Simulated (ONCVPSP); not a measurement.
## Building the ONCV potential for Pt (Z = 78) (PBE, scalar-relativistic).

| Property | Result |
| --- | --- |
| Element | Pt |
| Generator | ONCVPSP 4.0.1 |
| Type | optimised norm-conserving Vanderbilt (ONCV) |
| Functional | PBE |
| Relativity | scalar-relativistic |
| Frozen core | [Kr] 4d10 4f14 |
| Valence charge | 18 |
| Reference configuration | 5s2 5p6 5d9 6p1 |
| Partial waves | 5s: rc 1.45 bohr, ncon 4, nbas 8, qcut 7.6 1/bohr, 2 projectors, debl 1.2 Ha; 5p+6p: rc 2.10 bohr, ncon 3, nbas 7, qcut 7.3 1/bohr, 2 projectors; 5d: rc 2.15 bohr, ncon 3, nbas 8, qcut 8.4 1/bohr, 2 projectors, debl 3.6 Ha |
| Local potential | polynomial inside 0.90 bohr (lpopt 5, dvloc0 3 Ha) |
| Core correction | polynomial model core, fcfact 0.75 |

In the s channel the program set the typed energies aside and used -3.817, 0.250 Ha.

All-electron outer shells of the reference configuration (PBE, scalar-relativistic, ld1.x):

```json
{"shell": "5s", "level (eV)": "-103.87", "outermost node (bohr)": "0.49", "outermost maximum (bohr)": "0.87"}
{"shell": "4f", "level (eV)": "-72.10", "outermost node (bohr)": "–", "outermost maximum (bohr)": "0.38"}
{"shell": "5p", "level (eV)": "-58.09", "outermost node (bohr)": "0.53", "outermost maximum (bohr)": "0.98"}
{"shell": "5d", "level (eV)": "-8.11", "outermost node (bohr)": "0.57", "outermost maximum (bohr)": "1.26"}
{"shell": "6p", "level (eV)": "-1.84", "outermost node (bohr)": "1.36", "outermost maximum (bohr)": "3.47"}
```

(1) Estimate the cutoffs (Ha) at which the residual kinetic energy of the hardest occupied pseudo-wave falls to 1 and 0.1 mHa per electron.

(2) What does a ghost test show?

(3) Which valence shell sets the plane-wave cutoff?

(4) Tests: 5s2 5p6 5d9 6s1 6p0; 5s2 5p6 5d9 6p0; 5s2 5p6 5d8 6p0; 5s2 5p6 5d9 6s0.5 6p0. Which has the largest error in its energy relative to the reference configuration, and how large is it?

Results:

(1) 24 Ha and 28 Ha.

(2) No bound ghost flagged; GHOST(+) flagged for s at 24.0 eV.

(3) 5s: 24 Ha for 1 mHa per electron, against 19 Ha for 5d.

(4) 5s2 5p6 5d8 6p0, with -4.9 meV (all-electron minus pseudo) on +24.11 eV.
